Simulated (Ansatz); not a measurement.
The first iterations of a band of ClF$_{3}$H$_{4}$HfOSi (11 atoms, charge 0, multiplicity 1).

The calculation used RKS BHLYP-D4/def2-SVP in Ansatz.

```yaml
movable_images: 5
climbing_image: yes
spring: 5.0 eV/Å²
optimiser: quadratic models (default)
start_path: through a guess of the saddle point
force_threshold: 0.05 eV/Å
iteration_limit: 60
end_points: relaxed
```

First end point:

```xyz
11
Properties=species:S:1:pos:R:3
Hf -0.106 -0.108 0.136
O -0.971 -0.136 1.863
Si -1.653 -0.239 3.367
H -2.961 -0.923 3.271
H -0.758 -1.013 4.255
H -1.842 1.119 3.920
F 1.795 0.228 0.221
F -0.774 1.465 -0.706
F -0.685 -1.518 -1.022
Cl 1.365 -2.483 1.339
H 2.420 -1.758 1.210
```

Last end point:

```xyz
11
Properties=species:S:1:pos:R:3
Hf 0.333 -0.364 0.051
O 0.021 -0.583 2.320
Si -1.479 -0.487 3.156
H -2.281 -1.681 2.858
H -1.101 -0.458 4.583
H -2.127 0.764 2.747
F 0.344 -0.364 -1.854
F 0.993 1.384 0.427
F -1.572 -0.570 0.287
Cl 1.920 -2.106 0.462
H 0.777 -0.901 2.816
```

| iteration | highest image above the first end (eV) | largest band force component (eV/Å) |
| --- | --- | --- |
| 1 | 3.793 | 17.017 |
| 2 | 0.912 | 4.202 |
| 3 | 0.526 | 2.068 |
| 4 | 0.334 | 0.709 |
| 5 | 0.246 | 1.496 |
| 6 | 0.165 | 0.762 |
| 7 | 0.161 | 0.963 |
| 8 | 0.153 | 0.471 |
| 9 | 0.143 | 0.352 |
| 10 | 0.144 | 0.264 |
| 11 | 0.135 | 0.209 |

Task: Does the band converge within its limit, and where does its top end?

Result: The forces met the threshold. It ended after 33 iterations with the highest image 0.243 eV above the first end. The profile has 2 maxima (images 2, 5) with wells between them (image 4): this band takes more than one step, which may be the mechanism or a detour left from its start path. A vibrational analysis at the climbing image gives one clearly imaginary mode, 602i cm⁻¹: a first-order saddle point. The orbitals stay closed-shell, which can raise the energy where a bond breaks towards radicals; this wasn't checked here.

The run took 7.9 min on 4 threads of Arm Neoverse V2, with other jobs on the host, peak memory 0.47 GiB.
